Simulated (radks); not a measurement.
Values are calculated unless marked as measured or tabulated.
I4+, 49 electrons, occupied as [Kr] 4d10 5s2 5p1.

Code: a radial shooting solver on a logarithmic mesh with Libxc functionals. Model: non-relativistic Kohn-Sham, PBEsol, spin-polarised, spherical densities, point nucleus; open shells are filled with parallel spins first (spin-orbit coupling, left out, can overturn this in heavy ions); relativity is left out, which matters for an element this heavy.

Energy parts (eV):
| part | energy |
|---|---|
| total | -188129.399 |
| kinetic | 188056.246 |
| electron-nucleus | -444509.032 |
| Hartree | 72997.794 |
| exchange-correlation | -4674.407 |

Orbitals (lengths in bohr, moments of r in powers of bohr):
1s up: occ. 1; eigenvalue (eV) -31678.24; <r^2> 0.001101; <1/r> 52.45; <r^4> 3.063e-06; <r> 0.02869
1s down: occ. 1; eigenvalue (eV) -31678.19; <r^2> 0.001101; <1/r> 52.45; <r^4> 3.063e-06; <r> 0.02869
2s up: occ. 1; eigenvalue (eV) -4811.466; <r^2> 0.01791; <1/r> 12.04; <r^4> 0.0005435; <r> 0.1235
2s down: occ. 1; eigenvalue (eV) -4811.444; <r^2> 0.01791; <1/r> 12.04; <r^4> 0.0005435; <r> 0.1235
2p up: occ. 3; eigenvalue (eV) -4524.903; <r^2> 0.01344; <1/r> 12.05; <r^4> 0.0003534; <r> 0.1052
2p down: occ. 3; eigenvalue (eV) -4524.863; <r^2> 0.01344; <1/r> 12.05; <r^4> 0.0003534; <r> 0.1052
3s up: occ. 1; eigenvalue (eV) -1004.822; <r^2> 0.1228; <1/r> 4.390; <r^4> 0.02280; <r> 0.3281
3s down: occ. 1; eigenvalue (eV) -1004.780; <r^2> 0.1228; <1/r> 4.390; <r^4> 0.02280; <r> 0.3281
3p up: occ. 3; eigenvalue (eV) -884.2672; <r^2> 0.1174; <1/r> 4.317; <r^4> 0.02181; <r> 0.3184
3p down: occ. 3; eigenvalue (eV) -884.2192; <r^2> 0.1174; <1/r> 4.317; <r^4> 0.02181; <r> 0.3184
3d up: occ. 5; eigenvalue (eV) -659.9894; <r^2> 0.09865; <1/r> 4.187; <r^4> 0.01768; <r> 0.2889
3d down: occ. 5; eigenvalue (eV) -659.9447; <r^2> 0.09864; <1/r> 4.187; <r^4> 0.01768; <r> 0.2889
4s up: occ. 1; eigenvalue (eV) -211.3831; <r^2> 0.6681; <1/r> 1.795; <r^4> 0.6559; <r> 0.7693
4s down: occ. 1; eigenvalue (eV) -211.2844; <r^2> 0.6677; <1/r> 1.796; <r^4> 0.6545; <r> 0.7691
4p up: occ. 3; eigenvalue (eV) -169.1775; <r^2> 0.7349; <1/r> 1.694; <r^4> 0.8195; <r> 0.8035
4p down: occ. 3; eigenvalue (eV) -169.0673; <r^2> 0.7340; <1/r> 1.695; <r^4> 0.8160; <r> 0.8031
4d up: occ. 5; eigenvalue (eV) -97.1112; <r^2> 0.9607; <1/r> 1.457; <r^4> 1.549; <r> 0.9078
4d down: occ. 5; eigenvalue (eV) -96.9325; <r^2> 0.9549; <1/r> 1.460; <r^4> 1.524; <r> 0.9055
5s up: occ. 1; eigenvalue (eV) -55.9692; <r^2> 3.803; <1/r> 0.7044; <r^4> 20.59; <r> 1.846
5s down: occ. 1; eigenvalue (eV) -54.7974; <r^2> 3.789; <1/r> 0.7080; <r^4> 20.56; <r> 1.842
5p up: occ. 1; eigenvalue (eV) -44.9988; <r^2> 4.685; <1/r> 0.6308; <r^4> 31.63; <r> 2.047
5p down: occ. 0; eigenvalue (eV) -43.7737; <r^2> 4.703; <1/r> 0.6316; <r^4> 32.08; <r> 2.049

The highest occupied level is 5p up at -44.999 eV. The spin density at the nucleus is -0.6181 e/bohr^3 (1s -0.0817, 2s 0.0166, 3s 0.0043, 4s 0.0044, 5s -0.5618). Virial ratio -V/T = 2.00039. Summed over all electrons, <r^2> = 29.65 bohr^2, which gives a Langevin (diamagnetic) susceptibility term of -23.5 x 10^-6 cm^3/mol. The electron density at the nucleus is 1.05e+05 e/bohr^3. The density falls to 0.001 e/bohr^3 at r = 3.43 bohr. Spin moment in Bohr magnetons: 1. For comparison, the ionisation energy in NIST's Atomic Spectra Database is 51.52 eV (measured). In exact Kohn-Sham theory the highest level is minus the ionisation energy, but local and semilocal functionals leave it too shallow, through self-interaction and a potential that decays too fast; potentials with the right tail come closer.
